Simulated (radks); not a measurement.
Problem. The table gives one normalised radial function P(r) = r R(r) of Au45+ in [Ar] 3d10 4s2 4p4 (r in bohr). Calculated with a radial shooting solver on a logarithmic mesh with Libxc functionals: non-relativistic Kohn-Sham, LDA (Slater exchange, Perdew-Wang correlation), spin-unpolarised, spherical densities, point nucleus; relativity is left out, which matters for an element this heavy.

r	P
0.001029	0.4400
0.001475	0.6083
0.002114	0.8274
0.00303	1.0990
0.004343	1.4082
0.006225	1.7077
0.008923	1.8946
0.01279	1.7940
0.01833	1.1817
0.02628	-0.0930
0.03736	-1.8126
0.05355	-3.3484
0.07676	-3.6774
0.11	-2.5469
0.1577	-1.0160
0.226	-0.1959
0.324	-0.0139
0.4643	-0.0002
0.6656	0.0000
0.954	0.0000

Which n and l does it have? It may be an empty orbital.

Solution. n = 2, l = 0: the number of nodes gives n - l - 1 = 1, the rise at small r (about r^(l+1)) gives l, and the extent must fit the shell. The curve is that of 2s. 2s: eigenvalue -14409.3 eV, 1 radial node at r = 0.0257 bohr, <r> = 0.0806 bohr, 90 % of the charge inside 0.123 bohr.
